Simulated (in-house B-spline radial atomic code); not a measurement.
Results of a calculation; reference values are marked as such.
Weak and strong correlation along the adiabatic connection

Two-electron singlets in several external potentials (atomic units), by full CI in B-splines with partial waves to l = 8 (correlation energies up to 0.6 % small). The repulsion is scaled by λ at fixed density; W(λ) is the mean repulsion less the Hartree energy, W(0) = E_x, and the area under W from 0 to 1 is E_xc.

One system gave this curve:

| λ | W (hartree) |
| --- | --- |
| 0 | -0.38789 |
| 0.02 | -0.39029 |
| 0.05 | -0.39376 |
| 0.12 | -0.40132 |
| 0.25 | -0.41359 |
| 0.4 | -0.42539 |
| 0.6 | -0.43816 |
| 0.8 | -0.44843 |
| 1 | -0.45685 |
| 1.4 | -0.46987 |
| 2 | -0.48341 |
| 3 | -0.49768 |

Q: Which system is it?
A. ω²r²/2 − Z/r, ω = 0.0146, Z = 1
B. −Z/r, Z = 1.3, wall at 1.13 bohr
C. ω²r²/2 − Z/r, ω = 0.669, Z = 1.5
D. −Z exp(−kr)/r, Z = 8.31, k = 1.64

A: A. The exchange energy sets the size: ω²r²/2 − Z/r, ω = 0.0146, Z = 1: E_x = -0.388, E_c = -0.0411; −Z exp(−kr)/r, Z = 8.31, k = 1.64: E_x = -4.81, E_c = -0.0455; −Z/r, Z = 1.3, wall at 1.13 bohr: E_x = -1.71, E_c = -0.0461; ω²r²/2 − Z/r, ω = 0.669, Z = 1.5: E_x = -0.967, E_c = -0.0398 hartree.
